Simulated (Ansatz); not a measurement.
Cartesian coordinates (Å):
SMILES: Bc1ccc2ncccc2c1
```xyz
19

B      3.2880     0.8864    -0.6866
C      1.9187     0.2444    -0.3999
C      1.7949    -1.1349    -0.0261
C      0.5733    -1.7106     0.2306
C     -0.6209    -0.9421     0.1311
N     -1.8138    -1.5423     0.3918
C     -2.9083    -0.8197     0.2959
C     -2.9296     0.5548    -0.0642
C     -1.7350     1.1825    -0.3324
C     -0.5267     0.4409    -0.2412
C      0.7491     0.9995    -0.4980
H      3.3554     2.0510    -0.9989
H      4.3011     0.2351    -0.6023
H      2.7046    -1.7354     0.0538
H      0.4719    -2.7593     0.5154
H     -3.8550    -1.3308     0.5119
H     -3.8809     1.0873    -0.1224
H     -1.6974     2.2385    -0.6138
H      0.8107     2.0544    -0.7809
```
Charge 0, multiplicity 1.

Method: frozen-core CCSD(T)/cc-pVDZ // B3LYP-D3(BJ)/def2-SVP (Ansatz, a program for electronic structure). The restricted HF reference is unstable towards unrestricted orbitals.

```json
{
  "HF energy": "-424.63701 Ha",
  "MP2 correlation energy": "-1.39790 Ha"
}
```

Question: Estimate the CCSD correlation energy, the (T) correction, the total energy and the T1 diagnostic.

Answer: 
```json
{
  "CCSD correlation energy": "-1.45262 Ha",
  "(T) correction": "-0.06867 Ha",
  "CCSD(T) total energy": "-426.15830 Ha",
  "T1 diagnostic": "0.012"
}
```
